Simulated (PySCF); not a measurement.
**Finite-field polarisability of O (oxygen, neutral)**

[He] 2s2 2p4, high-spin 3P determinant. All numbers are calculated (PySCF 2.14, the spin-free X2C one-electron Hamiltonian (Gaussian nucleus), in aug-cc-pCVTZ-DK). Frozen: 1s2. Energy changes in a uniform field (μhartree):

| axis | F (au) | HF | MP2 | CCSD | CCSD(T) |
| --- | --- | --- | --- | --- | --- |
| x | 0.0067 | -99.074 | -104.761 | -104.678 | -105.644 |
| x | 0.0134 | -396.389 | -419.169 | -418.841 | -422.709 |
| y | 0.0063 | -99.194 | -108.591 | -109.790 | -111.485 |
| y | 0.0126 | -397.125 | -434.802 | -439.625 | -446.432 |

By symmetry the remaining axis equals x.

Problem. Derive α along x at CCSD(T) from the two fields.

Solution. With ΔE = −αF²/2 − γF⁴/24, α = −(16 ΔE(F) − ΔE(2F))/(6F²) = 4.706 bohr³.

Problem. And the mean polarisability at each level?

Solution. The components xx, yy, zz at CCSD(T) are 4.706, 5.616, 4.706, the third axis being equal by symmetry to one of the two computed. Means: HF 4.608, MP2 4.935, CCSD 4.952, CCSD(T) 5.009 bohr³. Reference: 5.3 ± 0.2 bohr³ (recommended; Schwerdtfeger and Nagle, table of static dipole polarizabilities (2023 update)).
